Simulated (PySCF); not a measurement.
CH7ClO2Si2, SMILES O[Si@@H]([Si@H](O)C)Cl.

Coordinates come from a PBE0-D3(BJ)/def2-SVP optimisation. The structure was generated by enumeration; whether it is a known compound was not checked. One conformer was computed; it need not be the lowest.

Two levels are set side by side: PBE/def2-TZVP (PySCF) and HF/def2-TZVP (PySCF). Same geometry, gas phase. Differences are taken from unrounded values.

```
quantity                         HF    PBE  PBE minus HF
---------------------------  ------  -----  ------------
orbital gap (eV)              13.20   5.07         -8.13
highest occupied level (eV)  -10.64  -6.49          4.15
lowest empty level (eV)        2.56  -1.42         -3.98
dipole moment (D)              4.25   3.84         -0.42
mean polarisability (bohr³)    75.0   86.0          11.0
```

Without exact exchange PBE keeps part of each electron's self-repulsion, which lifts occupied levels and narrows the gap. Loosely held outer electrons make PBE densities more polarisable. Differences between two approximate levels are no errors against the true value.

Rough cost on one machine, each run with all the roots and properties that it gave: HF against PBE about 1/3.
